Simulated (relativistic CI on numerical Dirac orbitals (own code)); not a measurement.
**Hyperfine structure of I XLIII, mass number 127**

Computed by Dirac-Coulomb-Breit CI, KLI orbitals optimised for each configuration, model QED (radiative potential, 1s self-energy scaled to tabulated hydrogen-like ionisation energies), unscaled Slater integrals (own radial code, finite nucleus).

CI space (outside the closed core [Ne]): 3s, 3p, 3d, 4s, 4p, 4d, 4f, 5s, 5p, 5d, 5f, 5g, 6s, 6p, 6d. Levels of other configurations are missing.

Nuclear spin I = 5/2, μ = 2.8087 μN, Q = -0.688 b (tables of Stone and Pyykkö). The electronic factors are computed for point nuclear moments, without core polarisation or the Bohr-Weisskopf and QED corrections.

| Level | E (eV) | A (GHz) | B (GHz) |
| --- | --- | --- | --- |
| 3s ²S1/2 | 0.00 | 1642 |  |
| 3p ²P°1/2 | 97.57 | 515.1 |  |
| 3p ²P°3/2 | 176.49 | 79.04 | -93.6 |
| 3d ²D3/2 | 300.32 | 41.12 | -16.3 |
| 3d ²D5/2 | 317.87 | 17 | -21.6 |
| 4s ²S1/2 | 1452.40 | 670.1 |  |
| 4p ²P°1/2 | 1492.72 | 212.6 |  |
| 4p ²P°3/2 | 1524.79 | 32.86 | -39 |

Levels with J = 0, under 50 % of one LS term, or S terms without an open s electron are left out. Small factors come from cancelling terms and can be off by tens of per cent or more.

At this charge energies of transitions that change n are usually good to better than 1 %, and those within a shell (Δn = 0) to a few per cent.

Q: Give the hyperfine levels of 3s ²S1/2 relative to its centre of gravity.

A: With K = F(F + 1) − I(I + 1) − J(J + 1), E = AK/2: F = 2: -2874, F = 3: 2053 GHz.
